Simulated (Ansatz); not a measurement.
`CBC1=CB1`, relaxed with RKS PBE-D4/def2-SVP in the Gaussian-basis code of Ansatz from a rough embedded geometry. The force threshold is 0.03 eV/Å; the program also tests the step.

Total charge 0; spin multiplicity 1.

Start:

```xyz
11

C    -1.689   -0.327    0.673
B    -0.375   -0.908    0.097
C     0.757    0.080   -0.285
C     1.297    1.355   -0.464
B     2.143    0.286   -0.886
H    -2.403   -1.210    0.961
H    -2.194    0.326   -0.010
H    -1.459    0.165    1.648
H    -0.268   -2.093   -0.091
H     1.083    2.448   -0.273
H     3.108   -0.123   -1.372
```

```
         step  energy (eV)  largest force (eV/Å)  largest move (Å)
            1   -4548.9556                 3.493             0.000
            2   -4549.2813                 1.060             0.084
            3   -4549.3370                 0.466             0.139
            4   -4549.3578                 0.342             0.176
            5   -4549.4039                 0.172             0.200
            6   -4549.4504                 0.238             0.148
            7   -4549.5242                 0.327             0.187
            8   -4549.6140                 0.351             0.192
            9   -4549.7070                 0.301             0.190
           10   -4549.7922                 0.270             0.198
           11   -4549.8491                 0.364             0.194
12 (rejected)   -4549.8435                 1.170             0.196
           13   -4549.8719                 0.109             0.096
           14   -4549.8851                 0.172             0.098
           15   -4549.8885                 0.422             0.146
           16   -4549.8940                 0.815             0.117
           17   -4549.9062                 0.173             0.027
           18   -4549.9104                 0.074             0.083
           19   -4549.9115                 0.145             0.088
           20   -4549.9126                 0.067             0.018
           21   -4549.9132                 0.015             0.028
           22   -4549.9134                 0.010             0.031
           23   -4549.9134                 0.031             0.033
           24   -4549.9135                 0.025             0.009
```

End:

```xyz
11

C    -1.775   -0.414    0.314
B    -0.242   -0.627    0.596
C     0.842    0.240    0.031
C     1.761    1.253   -0.093
B     1.733    0.332   -1.215
H    -2.239   -1.349   -0.069
H    -2.026    0.424   -0.364
H    -2.272   -0.231    1.295
H     0.120   -1.593    1.254
H     2.064    2.108    0.529
H     2.034   -0.142   -2.276
```

Hardware: 2 threads of an AMD EPYC 7B13 on a shared host. Wall time 31 s, peak host memory 0.15 GiB.
